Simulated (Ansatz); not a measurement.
Geometry optimisation, RKS B3LYP-D4/def2-TZVP in Ansatz.

The input (input.yaml):

```yaml
crystal:
  periodic: [false, false, false]
  atoms:
    - { symbol: Zn, position_ang: [-0.868565, 0.0, -0.598755] }
    - { symbol: Cl, position_ang: [0.077431, 0.0, 2.709978] }
    - { symbol: Cl, position_ang: [0.613343, 0.0, -2.104959] }
    - { symbol: H, position_ang: [-2.02431, 0.0, 0.445444] }
    - { symbol: H, position_ang: [-1.082799, 0.0, 2.051691] }
basis:
  gaussian: { orbitals: def2-TZVP }
hamiltonian:
  xc: b3lyp
  dispersion: d4
relax:
  f_tol: 0.03
  max_steps: 50
output:
  orbitals: {}
```

Launched with:

```bash
$ ansatz run input.yaml --threads 4 --pin off --max-ram 5120MiB --backend cpu --events-out ev --progress --plain --runs-dir out
```

Where does it end, and by what steps?

The forces met the threshold. The force dipped under the threshold on the way, but the program's further checks kept it going. After 18 steps the energy has fallen by 0.110 eV; H5 moved furthest, 0.78 Å.

```
step  energy less start (eV)  largest force component (eV/Å)  accepted
   0                  0.0000                           0.985       yes
   1                 -0.0322                           0.603       yes
   2                 -0.0370                           0.557       yes
   3                 -0.0488                           0.157       yes
   4                 -0.0506                           0.027       yes
   5                 -0.0519                           0.227       yes
   6                 -0.0540                           0.200       yes
   7                 -0.0535                           1.009        no
   8                 -0.0619                           0.295       yes
   9                 -0.0696                           0.296       yes
  10                 -0.0801                           0.614       yes
  11                 -0.0613                           1.201        no
  12                 -0.0977                           0.151       yes
  13                 -0.1045                           0.112       yes
  14                 -0.1051                           0.103       yes
  15                 -0.1089                           0.023       yes
  16                 -0.1073                           0.233        no
  17                 -0.1094                           0.061       yes
  18                 -0.1095                           0.011       yes
```

```xyz
5
Properties=species:S:1:pos:R:3
Zn -1.046 0.000 -0.632
Cl 0.243 0.000 2.089
Cl 0.827 0.000 -1.641
H -2.475 0.000 -0.100
H -0.834 0.000 2.788
```

Whether the end is a true minimum wasn't checked by a vibrational analysis.

Run time: 31 s on 4 threads of Arm Neoverse V2, with other jobs on the host, peak memory 0.34 GiB.
